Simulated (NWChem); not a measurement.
# C₄H₄F₂; SMILES C=CC=C(F)F

```xyz
10

C      0.1633    -2.7367     0.0000
C     -0.3022    -1.4798     0.0000
C      0.5377    -0.2974     0.0000
C      0.0600     0.9489     0.0000
F      0.7998     2.0286     0.0000
F     -1.2124     1.2648     0.0000
H      1.2364    -2.9504     0.0000
H     -0.5165    -3.5913     0.0000
H     -1.3842    -1.3100     0.0000
H      1.6248    -0.3991     0.0000
```
Atoms are numbered in this order, from 1.

Program: NWChem. Geometry: optimised at PBE0/def2-SVP.

**Question.** Order these by “dipole (D)”, lowest first: PW6B95/def2-SVP; LDA (Slater exchange, VWN5)/def2-SVP; PBE/def2-SVP; B3LYP/def2-SVP.

**Answer.** PBE/def2-SVP (0.48), LDA (Slater exchange, VWN5)/def2-SVP (0.58), B3LYP/def2-SVP (0.76), PW6B95/def2-SVP (0.87)
